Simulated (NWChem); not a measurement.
PbH2, singlet; SMILES [PbH2]

Results from NWChem. Low-valent species are run as closed-shell singlets; no triplet was tried in these runs. def2 effective core potentials on Pb; no spin-orbit coupling. Each level has its own optimisation; frequencies are unscaled.

For level B3LYP/def2-TZVP:

```
Property                           Value
---------------------------------  -----
highest harmonic frequency (cm⁻¹)   1586
```

**Question.** What are these values for level PBE0/def2-SVP?

**Answer.** 
- highest harmonic frequency (cm⁻¹): 1625
